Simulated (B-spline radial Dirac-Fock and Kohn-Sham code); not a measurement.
X-ray lines that fill the 1s vacancy in Ca⁴⁺

System: the Ca⁴⁺ ion in the configuration 1s2 2s2 2p6 3s2 3p4.

Model: a relativistic independent-particle model: LDA orbitals of the hole state, radiative multipoles to third order, Auger rates from the Coulomb interaction with a continuum orbital, Dirac-Fock energies. Program: a radial finite-basis atomic code.

```
line  multipole  energy (eV)  width (meV)  share (%)
 Kα2         E1       3690.0         38.6       30.9
 Kα1         E1            –         76.1       61.0
 Kβ3         E1       4026.6         3.35       2.69
 Kβ1         E1       4027.1         6.66       5.34
```

The listed lines hold 100.0 % of the radiative rate. A dash stands for an energy that rests on an unreliable hole state. The radiative width is 0.125 eV in the length form and 0.130 eV in the velocity form; the two differ because the transition energies are not eigenvalue differences of the potential that gave the orbitals. Kα2/Kα1 is 0.507 and Kβ/Kα is 0.087.

Values without a named source are computed, but for edge energies of neutral atoms, which are taken from tables.
